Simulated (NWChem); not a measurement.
CH3AlBrF; SMILES [CH3][Al]([F])[Br]

All runs: NWChem. Geometry: optimised at PBE0/def2-SVP. Gas phase, vertical.

CAM-B3LYP/def2-SVPD, TDA puts singlet state 2 at 6.74 eV with oscillator strength 0.074.

Problem. Give the wavelength, the transition dipole and the radiative lifetime of that state in vacuum.

Solution. 
1. λ = 1239.84/6.74 = 184 nm, or 54360 cm⁻¹.
2. f = (2/3) ΔE μ² in atomic units, so μ = √(1.5 f/ΔE) = 0.67 a.u. = 1.70 D.
3. τ = 1.499 s cm⁻² / (f ν²) = 6.9 ns, for a non-degenerate state that emits at the vertical energy; a higher state like this one mostly decays faster by other paths.
